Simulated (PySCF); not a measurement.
Br₄Zr, singlet, geometry from GFN2-xTB of the parent state (such geometries of metal compounds can be far from the true shape) (the multiplicity is a formal guess) (core potentials on Zr).

The PySCF input:
```python
from pyscf import gto, scf

mol = gto.M(
    atom='''
Zr    0.000000   -0.000000   -0.000000
Br    1.969416   -0.536613   -1.448189
Br    0.758772    0.285560    2.367811
Br   -1.067529    2.119358   -0.795304
Br   -1.660659   -1.868305   -0.124318
''',
    basis='def2-svp',
    ecp={'Zr': 'def2-svp'},
    charge=0,
    spin=0,
    verbose=4,
)

mf = scf.RHF(mol)
mf = mf.density_fit(auxbasis='def2-universal-jkfit')
mf.kernel()
mf.analyze()
```

Task: Predict the total energy from DF-HF/def2-SVP in PySCF.

Result: -10335.258841 Ha

Task: What is the computed dipole moment (DF-HF/def2-SVP)?

Result: 0.00 D

Task: What is the computed HOMO-LUMO gap (DF-HF/def2-SVP)?

Result: 12.11 eV
